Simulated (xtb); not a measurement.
C2H7FOSi2, SMILES C=C[Si@H](F)[SiH2]O. All values are semi-empirical tight-binding results from xtb (GFN2-xTB unless named), good for trends rather than for accurate numbers. Geometry optimised at GFN2-xTB. The structure was generated by enumeration; whether it is a known compound was not checked. Other conformers were not sampled.

Computed properties:
```json
{
 "orbital_gap": "3.69 eV",
 "dipole_moment": "0.53 D",
 "zero_point_energy": "51.7 kcal/mol",
 "G − E(el) at 298.15 K (modified RRHO)": "29.7 kcal/mol",
 "static polarisability (D4 model)": "87.6 bohr³",
 "solvation energy, GFN2-xTB/ALPB(water)": "-4.5 kcal/mol",
 "solvation energy, GFN2-xTB/ALPB(dmf)": "-8.2 kcal/mol"
}
```
